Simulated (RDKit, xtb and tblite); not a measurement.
Internal rotation in C7H14, SMILES CC/C=C\C(C)C, singlet. Scanned: dihedral C1–C2–C3–C4 and dihedral C3–C4–C5–C6; all other coordinates were relaxed at GFN2-xTB. Heavy atoms are numbered in the order of the SMILES CC/C=C\C(C)C, hydrogens after them in the order of the atoms that carry them; the mirror image has the same energies with the sign of each dihedral reversed.

Levels: GFN2-xTB (xtb and tblite); MMFF94 // GFN2-xTB (RDKit); UFF // GFN2-xTB (RDKit).

Energies in kcal/mol at chosen points (x: dihedral C1–C2–C3–C4 (°); y: dihedral C3–C4–C5–C6 (°)), relative to x = 180, y = -90:

```csv
method,"(120, 0)","(30, 90)","(120, 60)","(-120, 90)","(60, -90)","(120, -90)","(60, -60)"
GFN2-xTB,3.9,10.9,2.4,3.4,2.3,-0.3,7.7
MMFF94,1.9,10.0,0.5,1.5,1.6,-1.8,9.9
UFF,16.8,28.7,6.2,11.5,4.7,2.7,16.8
```
